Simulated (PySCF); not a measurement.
**SMILES CC(C)=C=C(C)C, C7H12**

Geometry (Å), atoms numbered from 1 in this order:
```xyz
19

C    -2.2530   -0.2011   -1.0800
C    -1.3541   -0.2319    0.1279
C    -2.0265   -0.4374    1.4597
C    -0.0509   -0.0866    0.0251
C     1.2523    0.0588   -0.0779
C     2.1690   -1.1203   -0.2704
C     1.9083    1.4128   -0.0097
H    -1.6860   -0.0456   -2.0073
H    -2.9996    0.6062   -0.9887
H    -2.8157   -1.1459   -1.1702
H    -2.7607    0.3634    1.6523
H    -1.3026   -0.4498    2.2852
H    -2.5841   -1.3895    1.4710
H     1.6141   -2.0670   -0.3076
H     2.9043   -1.1795    0.5501
H     2.7444   -1.0168   -1.2062
H     2.4772    1.6165   -0.9329
H     2.6300    1.4540    0.8240
H     1.1729    2.2162    0.1286
```

Level of theory: quadratic response CAM-B3LYP/aug-cc-pVDZ first hyperpolarisability, Taylor convention, gas phase (PySCF). Geometry: PBE0-D3(BJ)/def2-SVP.

(1) Give the tensor of the second harmonic β(−2ω;ω,ω) at 1907 nm in the axes of these coordinates.

## Answers

(1) In au, Taylor convention; rows are the first index (the induced dipole):
```
     xx    yy    zz    xy    xz    yz
x  +0.1  +9.3  -9.5  -1.9  -2.0  +1.9
y  -1.9  +3.2  -1.4  +9.7  +1.9  -0.4
z  -2.0  -0.3  +2.3  +1.9  -9.8  -1.4
```
Norm of βᵢ = ⅓ Σⱼ (βᵢⱼⱼ + βⱼᵢⱼ + βⱼⱼᵢ): 0.1 au, hyper-Rayleigh value 7.7 au.
